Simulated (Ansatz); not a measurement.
One geometry of GaH2(OiPr) (C3H9GaO), several levels of theory.

```yaml
crystal:
  periodic: [false, false, false]
  atoms:
    - {symbol: C, position_ang: [0.381355, -0.532024, 0.462951]}
    - {symbol: C, position_ang: [-0.290241, -1.372791, -0.617264]}
    - {symbol: C, position_ang: [-0.631402, 0.131290, 1.389861]}
    - {symbol: Ga, position_ang: [0.845427, 1.782960, -1.190881]}
    - {symbol: O, position_ang: [1.259617, 0.425130, -0.105300]}
    - {symbol: H, position_ang: [2.109136, 2.592799, -1.585955]}
    - {symbol: H, position_ang: [-0.637883, 2.019838, -1.615733]}
    - {symbol: H, position_ang: [1.020758, -1.200816, 1.072773]}
    - {symbol: H, position_ang: [-0.963193, -0.749486, -1.231270]}
    - {symbol: H, position_ang: [-0.890409, -2.185955, -0.178286]}
    - {symbol: H, position_ang: [0.468061, -1.821652, -1.277396]}
    - {symbol: H, position_ang: [-0.113681, 0.742277, 2.145474]}
    - {symbol: H, position_ang: [-1.310781, 0.785858, 0.816871]}
    - {symbol: H, position_ang: [-1.246764, -0.617429, 1.914165]}
basis:
  gaussian: {orbitals: def2-TZVP, initial_orbitals: start.molden}
hamiltonian: {xc: pbe0, dispersion: d4}
scf: {omitted_lower_state_checks: [starts]}
output: {orbitals: {seedname: orbitals}}
```

The file start.molden holds the orbitals of an earlier run on this structure, at another level or in another basis.

```sh
$ ansatz run in.yaml --threads 4 --pin off --events-out ev --progress --plain --max-ram 4787MiB
```

Shortened log:

```
Functional definition: PBE0
1500 factors; their error is unknown
mean field evaluation 1: about -57529.9645 eV, gradient 2.3e2 eV
mean field evaluation 2: about -57578.4481 eV, gradient 7.6e1 eV
mean field evaluation 4: about -57665.2419 eV, gradient 3.1e1 eV
mean field evaluation 8: about -57672.1155 eV, gradient 1.4e-3 eV
mean field -57672.11551564 eV, -2119.4111536357 hartree, gradient 2.6e-5 eV, S^2 0.000000; 0 other end points of the search recorded, 0 dependent functions left out
reference -57672.11555315 eV, -2119.4111550143 hartree; 33, 33 occupied and 193, 193 virtual orbitals, 1500 factors
Total energy: -57672.36907889 eV, -2119.4204719136 hartree
Checks for a lower state left out: starts
```

It took 4.8 s on 4 threads of Arm Neoverse V2 on a shared host, peak host memory 0.65 GiB.

First input, but with `gaussian: {orbitals: def2-SVP, initial_orbitals: start.molden}` (abridged; 2.2 s):

```
Functional definition: PBE0
mean field -57659.52521757 eV, -2118.9484687156 hartree, gradient 2.1e-5 eV, S^2 0.000000
Total energy: -57659.77877578 eV, -2118.9577868083 hartree
Checks for a lower state left out: starts
```

As the first input, with `correlation: {method: mp2}` and without the key `hamiltonian` (abridged; 3.9 s):

```
Functional definition: HF
mean field -57607.53783598 eV, -2117.0379676805 hartree, gradient 2.8e-6 eV, S^2 0.000000
13 core orbitals not correlated: weight in the atoms' cores, before any rotation towards them, 1.000 or more for the frozen orbitals, at most 0.000 for the correlated occupied ones
second order -26.56150788 eV of doubles, -0.00000000 eV of singles
Total energy: -57634.09934386 eV, -2118.0140850912 hartree
Checks for a lower state left out: starts
```

Geometry: r2SCAN-D4/def2-SVP.

Correlated methods freeze 13 core orbitals; core or outer-core shells of Ga are correlated, in sets that lack core-valence functions. Another isomer (singlet) lies 0.46 eV lower at PBE0-D4/def2-TZVP; other spin states weren't run for this one.
